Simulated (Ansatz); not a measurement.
Species: CoCl$_{2}$, net charge 0, quartet state. The spin state was set by rule; other spins were not relaxed. 
Structure (B3LYP-D3(BJ)/def2-TZVP (Ansatz, a program for electronic structure) minimum search):
```xyz
3

Co     0.0000     0.0000     0.0000
Cl     0.0000     0.0000    -2.0986
Cl     0.0000     0.0000     2.0986
```
Charge 0, spin multiplicity 4.

Wanted: atomisation energy (electronic, to ground-state atoms), in kcal/mol. Cores are frozen in the correlated levels unless marked. Open shells are spin-unrestricted. Spin-orbit coupling is left out. Frozen are the shells of the preceding noble gas and the d and f shells that filled before the atom's block. Non-relativistic. The coupled-cluster limit lacks core correlation, which all-electron functionals hold. CBS(X,Y): correlation extrapolated as X^-3; Hartree-Fock from the larger set. The bracket is a focal-point correction in the basis named.

| level | program | atomisation energy (kcal/mol) |
|---|---|---|
| HF/STO-3G | Ansatz | 121.3 |
| PBE/def2-TZVPD | Ansatz | 188.2 |

### Question
What does RI-MP2/CBS(def2-TZVPPD,def2-QZVPPD)+[CCSD(T)-MP2]/def2-TZVPPD (Ansatz) give?

### Answer
181.7 kcal/mol
